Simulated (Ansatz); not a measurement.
Consider the isomerisation: `C[O][Ge]([OH])([SiH3])[Cl]` → `C[O][GeH]([Cl])[O][SiH3]`.

Computed with Ansatz on PBE0-D4/def2-TZVP structures; ΔE is electronic, products minus reactants. CBS: MP2 limit from def2 TZ/QZ plus the TZ coupled-cluster correction, frozen cores. DFT in def2-TZVPP. For Ge outer-core shells are correlated without core-valence functions, which leaves a few kJ/mol of doubt a bond. Scalar relativity is left out up to krypton. Each species was taken in one conformer, which may not be the lowest.

`C[O][Ge]([OH])([SiH3])[Cl]`:

Cartesian coordinates in Å:
```
C 0.031 2.128 -0.386
O 0.344 0.923 -1.051
Ge 0.621 -0.573 -0.152
O 1.339 -1.667 -1.326
Si -1.283 -1.581 0.865
Cl 2.081 -0.084 1.380
H -0.047 2.911 -1.142
H 0.809 2.411 0.331
H -0.927 2.068 0.145
H 1.995 -1.228 -1.877
H -0.830 -2.769 1.626
H -1.883 -0.578 1.779
H -2.251 -1.962 -0.191
```

`C[O][GeH]([Cl])[O][SiH3]`:

Z-matrix (Å, degrees):
```
C
O 1 1.414
H 1 1.091 2 107.5
H 1 1.096 2 111.6 3 118.7
H 1 1.095 2 111.8 3 -119.0
Ge 2 1.751 1 120.6 3 176.0
O 6 1.750 2 110.5 1 60.3
Cl 6 2.147 2 108.7 1 -56.9
H 6 1.519 2 108.7 1 -178.9
Si 7 1.642 6 139.3 2 -76.2
H 10 1.486 7 111.0 6 -28.9
H 10 1.487 7 109.6 6 91.4
H 10 1.483 7 108.1 6 -149.5
```

CCSD(T)/CBS gives -0.83 eV.

(1) Another level gave -0.84 eV. Which?
A. PBE/def2-TZVPP
B. CCSD/def2-TZVPP
C. PBE0-D4/def2-TZVPP
D. ωB97M-V/def2-TZVPP

Largest T1 diagnostic among the species: 0.012.

## Answers

(1) D. ωB97M-V -0.84, PBE -0.56, CCSD/def2-TZVPP -0.88, PBE0-D4 -0.67 eV.

In def2-TZVPP, CCSD(T) changes the Hartree–Fock value by +0.26 eV (the triples alone add +0.03 eV) and MP2 by +0.21 eV. From PBE to PBE0 (25 % exact exchange), in def2-TZVPP and without D4, ΔE moves by −0.11 eV.
